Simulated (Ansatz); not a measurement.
## Ansatz (development build ahead of 0.2.0) run

```yaml
crystal:
  periodic: [false, false, false]
  atoms:
    - { symbol: H, position_ang: [-0.94525, -0.92568, -0.9371] }
    - { symbol: Li, position_ang: [-0.90854, -0.94347, 0.90952] }
    - { symbol: Li, position_ang: [-0.93366, 0.95231, -0.90514] }
    - { symbol: H, position_ang: [-0.95159, 0.94755, 0.90608] }
    - { symbol: Li, position_ang: [0.94625, -0.95624, -0.90823] }
    - { symbol: H, position_ang: [0.9288, -0.94526, 0.94722] }
    - { symbol: H, position_ang: [0.95387, 0.92747, -0.94471] }
    - { symbol: Li, position_ang: [0.91012, 0.94332, 0.93236] }
basis:
  gaussian: { orbitals: cc-pVDZ }
hamiltonian:
  xc: hf
correlation:
  method: mp2
  frozen_orbitals: { H: 0, Li: 0 }
```

The input is written out in the form of the current development build from the run's settings.

Results

| Quantity | Value |
| --- | --- |
| Converged | yes |
| Reference energy | -32.14496 hartree |
| Correlation energy | -0.10939 hartree |
| Total energy | -32.25435 hartree |
| Spin squared of the determinant | 0.000 |
